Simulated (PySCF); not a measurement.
BBr₂, charge +1, multiplicity 1. Atoms are numbered in the order given.

```xyz
3

Br     0.0000     0.0000     1.7665
B      0.0000     0.0000     0.0000
Br     0.0000     0.0000    -1.7665
```
Charge +1, spin multiplicity 1.

Coordinates come from a B3LYP-D3(BJ)/def2-TZVP optimisation. The spin state was assumed, not searched. The isomer is the one that the SMILES or the coordinates give; other isomers of the formula were not compared.

Computed with PBE/pcSseg-2 in PySCF.

GIAO shieldings, no solvent; atoms alike by connectivity are averaged. δ = σ(ref) − σ: ¹¹B against BF3 (σ = 83.1 ppm), references at their B3LYP-D3(BJ)/def2-TZVP geometries, non-relativistic (without spin–orbit terms, shifts of atoms bonded to Cl or Br come out too high).

Computed chemical shifts:
```
nucleus  atoms  count  δ (ppm)
-------  -----  -----  -------
¹¹B         B2      1     44.9
```
